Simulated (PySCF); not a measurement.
Theory: core-valence-separated Tamm–Dancoff BHandHLYP/aug-pcX-1 (pcseg-1 on H) in PySCF, non-relativistic, gas phase, PBE0-D3(BJ)/def2-SVP geometry. The energies are unshifted.

Main lines of an unknown, eV (oscillator strength): C K: 284.8 (0.005), 285.0 (0.016), 285.1 (0.009), 285.5 (0.014), 285.6 (0.030); B K: 185.3 (0.090), 191.3 (0.014). Listed: the first five lines at most of each edge with a tenth or more of its strongest line's intensity; roots within 0.03 eV on the same or equivalent atoms are summed. Only the lowest roots were sought, and the top ones are left out.

Task: Which candidate gives them?
A. `BC(C)C`
B. `BCCC`

Result: B. 

- `BCCC`: C K: 284.8 (0.005), 285.0 (0.016), 285.1 (0.009), 285.5 (0.014), 285.6 (0.030); B K: 185.3 (0.090), 191.3 (0.014). First C line listed at 284.8 eV, hole on the chain CH2 carbon; first B line listed at 185.3 eV, hole on the three-coordinate boron.
- `BC(C)C`: C K: 283.6 (0.006), 285.1 (0.023), 285.4 (0.024), 286.1 (0.053), 286.3 (0.051); B K: 185.5 (0.089), 191.3 (0.026). First C line listed at 283.6 eV, hole on the sp3 carbon bound to boron; first B line listed at 185.5 eV, hole on the three-coordinate boron.

One conformer each; other structures than these candidates weren't tested.

The values belong to the conformer `[BH2:1][CH2:2][CH2:3][CH3:4]`: B1–C2–C3–C4 -179°.
